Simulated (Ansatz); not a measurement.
## Molecular dynamics of CH5AlBF

The input (input.yaml):

```yaml
crystal:
  periodic: [false, false, false]
  atoms:
    - { symbol: C, position_ang: [-0.641668, 0.874022, -1.190013] }
    - { symbol: Al, position_ang: [0.187797, -0.756692, -0.32237] }
    - { symbol: B, position_ang: [0.613762, -0.373871, 1.738672] }
    - { symbol: F, position_ang: [1.191742, -1.269691, 2.545106] }
    - { symbol: H, position_ang: [-0.506667, 0.022594, -1.877276] }
    - { symbol: H, position_ang: [-0.44136, 1.058037, -0.127352] }
    - { symbol: H, position_ang: [-1.118477, 1.720411, -1.693595] }
    - { symbol: H, position_ang: [0.385848, -1.97924, -1.324963] }
    - { symbol: H, position_ang: [0.329022, 0.704432, 2.251792] }
basis:
  gaussian: { orbitals: def2-SVP }
hamiltonian:
  xc: blyp
md:
  timestep: 0.5
  n_steps: 200
  ensemble: nve
  temperature: 100.0
  initial_velocities: maxwell_boltzmann
  seed: 11472
```

Command:

```bash
$ ansatz run input.yaml --threads 2 --pin off --max-ram 3072MiB --backend cpu --events-out ev --progress --plain --runs-dir out
```

It starts at the highest image of a converged band. Of that band: Beside the main top the profile has a ripple of under 15 meV (maxima at images 1, 6), which may be a very shallow well or noise. Neighbouring images differ by up to 2.1 eV, so the band resolves the path poorly. A vibrational analysis at the climbing image gives one clearly imaginary mode, 1083i cm⁻¹: a first-order saddle point.

Output, in part (one step line in 3, the closing report, with atoms numbered from 0):

```
md step     0: t =     0.00 fs  T =   100.0 K  F+E_penalty+E_count = -11099.87690780 eV  E_kin = 0.090482 eV  conserved = -11099.78642580 eV  (28 SCF iters)
md step     3: t =     1.50 fs  T =    82.7 K  F+E_penalty+E_count = -11099.86103058 eV  E_kin = 0.074864 eV  conserved = -11099.78616623 eV  (31 SCF iters)
md step     6: t =     3.00 fs  T =    63.0 K  F+E_penalty+E_count = -11099.84291994 eV  E_kin = 0.056997 eV  conserved = -11099.78592321 eV  (31 SCF iters)
md step     9: t =     4.50 fs  T =    73.1 K  F+E_penalty+E_count = -11099.85222049 eV  E_kin = 0.066134 eV  conserved = -11099.78608674 eV  (31 SCF iters)
md step    12: t =     6.00 fs  T =    94.3 K  F+E_penalty+E_count = -11099.87157012 eV  E_kin = 0.085347 eV  conserved = -11099.78622263 eV  (30 SCF iters)
md step    15: t =     7.50 fs  T =   108.2 K  F+E_penalty+E_count = -11099.88400279 eV  E_kin = 0.097876 eV  conserved = -11099.78612701 eV  (31 SCF iters)
md step    18: t =     9.00 fs  T =   129.1 K  F+E_penalty+E_count = -11099.90271518 eV  E_kin = 0.116778 eV  conserved = -11099.78593722 eV  (29 SCF iters)
md step    21: t =    10.50 fs  T =   185.8 K  F+E_penalty+E_count = -11099.95391464 eV  E_kin = 0.168073 eV  conserved = -11099.78584137 eV  (31 SCF iters)
md step    24: t =    12.00 fs  T =   293.8 K  F+E_penalty+E_count = -11100.05173499 eV  E_kin = 0.265880 eV  conserved = -11099.78585525 eV  (29 SCF iters)
md step    27: t =    13.50 fs  T =   453.6 K  F+E_penalty+E_count = -11100.19638850 eV  E_kin = 0.410464 eV  conserved = -11099.78592423 eV  (29 SCF iters)
md step    30: t =    15.00 fs  T =   654.9 K  F+E_penalty+E_count = -11100.37890001 eV  E_kin = 0.592594 eV  conserved = -11099.78630580 eV  (29 SCF iters)
md step    33: t =    16.50 fs  T =   855.6 K  F+E_penalty+E_count = -11100.56101128 eV  E_kin = 0.774174 eV  conserved = -11099.78683707 eV  (29 SCF iters)
md step    36: t =    18.00 fs  T =  1003.9 K  F+E_penalty+E_count = -11100.69543994 eV  E_kin = 0.908305 eV  conserved = -11099.78713485 eV  (28 SCF iters)
md step    39: t =    19.50 fs  T =  1080.6 K  F+E_penalty+E_count = -11100.76489460 eV  E_kin = 0.977735 eV  conserved = -11099.78715964 eV  (29 SCF iters)
md step    42: t =    21.00 fs  T =  1100.7 K  F+E_penalty+E_count = -11100.78287566 eV  E_kin = 0.995895 eV  conserved = -11099.78698058 eV  (28 SCF iters)
md step    45: t =    22.50 fs  T =  1102.8 K  F+E_penalty+E_count = -11100.78438105 eV  E_kin = 0.997795 eV  conserved = -11099.78658623 eV  (29 SCF iters)
md step    48: t =    24.00 fs  T =  1146.0 K  F+E_penalty+E_count = -11100.82322255 eV  E_kin = 1.036909 eV  conserved = -11099.78631309 eV  (28 SCF iters)
md step    51: t =    25.50 fs  T =  1268.6 K  F+E_penalty+E_count = -11100.93424219 eV  E_kin = 1.147842 eV  conserved = -11099.78640023 eV  (28 SCF iters)
md step    54: t =    27.00 fs  T =  1465.7 K  F+E_penalty+E_count = -11101.11272749 eV  E_kin = 1.326193 eV  conserved = -11099.78653474 eV  (28 SCF iters)
md step    57: t =    28.50 fs  T =  1711.6 K  F+E_penalty+E_count = -11101.33601918 eV  E_kin = 1.548724 eV  conserved = -11099.78729512 eV  (28 SCF iters)
md step    60: t =    30.00 fs  T =  1906.0 K  F+E_penalty+E_count = -11101.51274485 eV  E_kin = 1.724603 eV  conserved = -11099.78814233 eV  (29 SCF iters)
md step    63: t =    31.50 fs  T =  1950.8 K  F+E_penalty+E_count = -11101.55301442 eV  E_kin = 1.765142 eV  conserved = -11099.78787253 eV  (29 SCF iters)
md step    66: t =    33.00 fs  T =  1883.7 K  F+E_penalty+E_count = -11101.49169996 eV  E_kin = 1.704435 eV  conserved = -11099.78726487 eV  (28 SCF iters)
md step    69: t =    34.50 fs  T =  1783.1 K  F+E_penalty+E_count = -11101.40051095 eV  E_kin = 1.613391 eV  conserved = -11099.78711997 eV  (29 SCF iters)
md step    72: t =    36.00 fs  T =  1652.9 K  F+E_penalty+E_count = -11101.28292439 eV  E_kin = 1.495601 eV  conserved = -11099.78732301 eV  (28 SCF iters)
md step    75: t =    37.50 fs  T =  1445.7 K  F+E_penalty+E_count = -11101.09516315 eV  E_kin = 1.308102 eV  conserved = -11099.78706163 eV  (29 SCF iters)
md step    78: t =    39.00 fs  T =  1186.5 K  F+E_penalty+E_count = -11100.85984192 eV  E_kin = 1.073529 eV  conserved = -11099.78631291 eV  (28 SCF iters)
md step    81: t =    40.50 fs  T =   962.2 K  F+E_penalty+E_count = -11100.65768328 eV  E_kin = 0.870663 eV  conserved = -11099.78702042 eV  (29 SCF iters)
md step    84: t =    42.00 fs  T =   724.4 K  F+E_penalty+E_count = -11100.44257138 eV  E_kin = 0.655475 eV  conserved = -11099.78709620 eV  (29 SCF iters)
md step    87: t =    43.50 fs  T =   505.3 K  F+E_penalty+E_count = -11100.24274346 eV  E_kin = 0.457200 eV  conserved = -11099.78554330 eV  (28 SCF iters)
md step    90: t =    45.00 fs  T =   503.9 K  F+E_penalty+E_count = -11100.24165547 eV  E_kin = 0.455918 eV  conserved = -11099.78573733 eV  (31 SCF iters)
md step    93: t =    46.50 fs  T =   698.8 K  F+E_penalty+E_count = -11100.41961892 eV  E_kin = 0.632326 eV  conserved = -11099.78729310 eV  (28 SCF iters)
md step    96: t =    48.00 fs  T =   864.1 K  F+E_penalty+E_count = -11100.56993249 eV  E_kin = 0.781890 eV  conserved = -11099.78804203 eV  (30 SCF iters)
md step    99: t =    49.50 fs  T =   888.2 K  F+E_penalty+E_count = -11100.59026821 eV  E_kin = 0.803668 eV  conserved = -11099.78660003 eV  (29 SCF iters)
md step   102: t =    51.00 fs  T =   958.0 K  F+E_penalty+E_count = -11100.65210529 eV  E_kin = 0.866774 eV  conserved = -11099.78533131 eV  (27 SCF iters)
md step   105: t =    52.50 fs  T =  1219.1 K  F+E_penalty+E_count = -11100.89023654 eV  E_kin = 1.103035 eV  conserved = -11099.78720111 eV  (28 SCF iters)
md step   108: t =    54.00 fs  T =  1459.3 K  F+E_penalty+E_count = -11101.10838941 eV  E_kin = 1.320368 eV  conserved = -11099.78802159 eV  (28 SCF iters)
md step   111: t =    55.50 fs  T =  1573.3 K  F+E_penalty+E_count = -11101.21079652 eV  E_kin = 1.423592 eV  conserved = -11099.78720435 eV  (28 SCF iters)
md step   114: t =    57.00 fs  T =  1677.0 K  F+E_penalty+E_count = -11101.30440699 eV  E_kin = 1.517349 eV  conserved = -11099.78705817 eV  (29 SCF iters)
md step   117: t =    58.50 fs  T =  1807.9 K  F+E_penalty+E_count = -11101.42373185 eV  E_kin = 1.635849 eV  conserved = -11099.78788268 eV  (29 SCF iters)
md step   120: t =    60.00 fs  T =  1869.8 K  F+E_penalty+E_count = -11101.48008979 eV  E_kin = 1.691840 eV  conserved = -11099.78824946 eV  (28 SCF iters)
md step   123: t =    61.50 fs  T =  1786.6 K  F+E_penalty+E_count = -11101.40522885 eV  E_kin = 1.616551 eV  conserved = -11099.78867792 eV  (29 SCF iters)
md step   126: t =    63.00 fs  T =  1490.3 K  F+E_penalty+E_count = -11101.13639804 eV  E_kin = 1.348472 eV  conserved = -11099.78792648 eV  (29 SCF iters)
md step   129: t =    64.50 fs  T =  1088.2 K  F+E_penalty+E_count = -11100.77040901 eV  E_kin = 0.984645 eV  conserved = -11099.78576442 eV  (30 SCF iters)
md step   132: t =    66.00 fs  T =   866.1 K  F+E_penalty+E_count = -11100.56902266 eV  E_kin = 0.783646 eV  conserved = -11099.78537711 eV  (28 SCF iters)
md step   135: t =    67.50 fs  T =   903.9 K  F+E_penalty+E_count = -11100.60407749 eV  E_kin = 0.817899 eV  conserved = -11099.78617826 eV  (29 SCF iters)
md step   138: t =    69.00 fs  T =  1088.6 K  F+E_penalty+E_count = -11100.77210166 eV  E_kin = 0.984951 eV  conserved = -11099.78715021 eV  (29 SCF iters)
md step   141: t =    70.50 fs  T =  1267.2 K  F+E_penalty+E_count = -11100.93428118 eV  E_kin = 1.146553 eV  conserved = -11099.78772792 eV  (30 SCF iters)
md step   144: t =    72.00 fs  T =  1332.9 K  F+E_penalty+E_count = -11100.99409525 eV  E_kin = 1.205992 eV  conserved = -11099.78810370 eV  (30 SCF iters)
md step   147: t =    73.50 fs  T =  1219.4 K  F+E_penalty+E_count = -11100.89135111 eV  E_kin = 1.103303 eV  conserved = -11099.78804780 eV  (29 SCF iters)
md step   150: t =    75.00 fs  T =   940.7 K  F+E_penalty+E_count = -11100.63810884 eV  E_kin = 0.851145 eV  conserved = -11099.78696402 eV  (29 SCF iters)
md step   153: t =    76.50 fs  T =   641.8 K  F+E_penalty+E_count = -11100.36666748 eV  E_kin = 0.580678 eV  conserved = -11099.78598947 eV  (28 SCF iters)
md step   156: t =    78.00 fs  T =   471.1 K  F+E_penalty+E_count = -11100.21175215 eV  E_kin = 0.426302 eV  conserved = -11099.78544980 eV  (28 SCF iters)
md step   159: t =    79.50 fs  T =   512.7 K  F+E_penalty+E_count = -11100.24942857 eV  E_kin = 0.463930 eV  conserved = -11099.78549825 eV  (28 SCF iters)
md step   162: t =    81.00 fs  T =   758.6 K  F+E_penalty+E_count = -11100.47260819 eV  E_kin = 0.686409 eV  conserved = -11099.78619941 eV  (29 SCF iters)
md step   165: t =    82.50 fs  T =  1108.5 K  F+E_penalty+E_count = -11100.79009735 eV  E_kin = 1.002961 eV  conserved = -11099.78713675 eV  (28 SCF iters)
md step   168: t =    84.00 fs  T =  1414.7 K  F+E_penalty+E_count = -11101.06854392 eV  E_kin = 1.280065 eV  conserved = -11099.78847865 eV  (29 SCF iters)
md step   171: t =    85.50 fs  T =  1502.4 K  F+E_penalty+E_count = -11101.14826045 eV  E_kin = 1.359407 eV  conserved = -11099.78885380 eV  (29 SCF iters)
md step   174: t =    87.00 fs  T =  1343.3 K  F+E_penalty+E_count = -11101.00306185 eV  E_kin = 1.215481 eV  conserved = -11099.78758070 eV  (29 SCF iters)
md step   177: t =    88.50 fs  T =  1127.9 K  F+E_penalty+E_count = -11100.80671529 eV  E_kin = 1.020534 eV  conserved = -11099.78618176 eV  (29 SCF iters)
md step   180: t =    90.00 fs  T =  1063.3 K  F+E_penalty+E_count = -11100.74792123 eV  E_kin = 0.962128 eV  conserved = -11099.78579334 eV  (29 SCF iters)
md step   183: t =    91.50 fs  T =  1201.5 K  F+E_penalty+E_count = -11100.87374552 eV  E_kin = 1.087182 eV  conserved = -11099.78656325 eV  (30 SCF iters)
md step   186: t =    93.00 fs  T =  1430.6 K  F+E_penalty+E_count = -11101.08164012 eV  E_kin = 1.294401 eV  conserved = -11099.78723940 eV  (29 SCF iters)
md step   189: t =    94.50 fs  T =  1654.3 K  F+E_penalty+E_count = -11101.28404958 eV  E_kin = 1.496813 eV  conserved = -11099.78723690 eV  (28 SCF iters)
md step   192: t =    96.00 fs  T =  1838.1 K  F+E_penalty+E_count = -11101.45163944 eV  E_kin = 1.663111 eV  conserved = -11099.78852866 eV  (28 SCF iters)
md step   195: t =    97.50 fs  T =  1825.6 K  F+E_penalty+E_count = -11101.44040043 eV  E_kin = 1.651817 eV  conserved = -11099.78858312 eV  (29 SCF iters)
md step   198: t =    99.00 fs  T =  1603.3 K  F+E_penalty+E_count = -11101.23784806 eV  E_kin = 1.450719 eV  conserved = -11099.78712878 eV  (30 SCF iters)
md step   200: t =   100.00 fs  T =  1433.8 K  F+E_penalty+E_count = -11101.08374878 eV  E_kin = 1.297316 eV  conserved = -11099.78643264 eV  (27 SCF iters)
Total energy: -11101.08409191 eV, -407.9573157925 hartree
Atom 0 at    -0.808398     0.763766    -1.238877 Å, force     2.711405    -0.265645    -1.345829 eV/Å
Atom 1 at     0.265777    -0.670364    -0.292785 Å, force    -1.339733     0.229939    -0.924963 eV/Å
Atom 2 at     0.638310    -0.373605     1.752664 Å, force    -0.570329    -0.175420     2.616069 eV/Å
Atom 3 at     1.220079    -1.316272     2.536764 Å, force     0.237313     0.268450    -0.616225 eV/Å
Atom 4 at    -1.507798     0.271782    -2.030683 Å, force     0.244779     1.396462     1.468729 eV/Å
Atom 5 at    -0.876777     1.700486    -0.606079 Å, force    -1.328451    -0.721026    -0.548363 eV/Å
Atom 6 at     0.077030     1.166323    -1.917769 Å, force    -0.980315    -0.624108     0.453868 eV/Å
Atom 7 at     0.096938    -2.132340    -0.980603 Å, force     0.375260     0.134282     0.119836 eV/Å
Atom 8 at    -0.039000     0.398060     2.561254 Å, force     0.650071    -0.242935    -1.223122 eV/Å
Dipole moment:     0.195371     0.187327    -0.158529 e Å
```

All steps were run. The conserved energy stayed within 0.28 meV per atom of its start (net change -0.00078 meV per atom), so the integration is sound. The system heated up, since it started high on the potential surface and ran downhill. A run of 0.1 ps of so small a system gives no equilibrium averages. The orbitals stay closed-shell, which can raise the energy where a bond breaks towards radicals; this wasn't checked here.

The step under study would form Al2–H6 and break C1–H6. These pairs go: Al2–H6 1.93 → 2.65 Å, C1–H6 1.10 → 1.13 Å. In the last frame they stand as before the step (other bonds may differ from the relaxed reactants and products). Also parted: Al2–H5 1.87 → 2.66 Å. It ends as one piece, CH5AlBF. Pairs count as bonded within 1.25 times the sum of covalent radii (0.12 Å more for H–H).

Last frame:

```xyz
9
Properties=species:S:1:pos:R:3
C -0.808 0.764 -1.239
Al 0.266 -0.670 -0.293
B 0.638 -0.374 1.753
F 1.220 -1.316 2.537
H -1.508 0.272 -2.031
H -0.877 1.700 -0.606
H 0.077 1.166 -1.918
H 0.097 -2.132 -0.981
H -0.039 0.398 2.561
```

The run took 3.8 min on 2 threads of Arm Neoverse V1, with other jobs on the host, peak memory 0.11 GiB.
